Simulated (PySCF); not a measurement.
# Be²⁺ (beryllium, charge +2): PBE calculation

Configuration: 1s2, closed-shell 1S. Calculation: PySCF 2.14, in def2-TZVPPD (5s4p1d, 22 functions); no relativity, point nucleus.

```
Total energy                                     : -13.6186 hartree
One-electron energy                              : -15.8798 hartree
Hartree (Coulomb) energy                         : 4.5389 hartree
Exchange-correlation energy                      : -2.2777 hartree
Kinetic energy                                   : 13.56262 hartree
⟨S²⟩                                             : 0.0000
⟨L²⟩                                             : 0.000
Sum of ⟨r⟩                                       : 0.8328 bohr
Sum of ⟨r²⟩                                      : 0.4717 bohr²
Density at the nucleus (Gaussians lack the cusp) : 33.1 bohr⁻³
Langevin diamagnetic susceptibility              : -0.374 ×10⁻⁶ cm³/mol
```

```json
{"shell": "1s", "electrons": "2", "mean orbital energy (eV)": "-132.14", "rms radius, mean of both spins (bohr)": "0.486"}
```
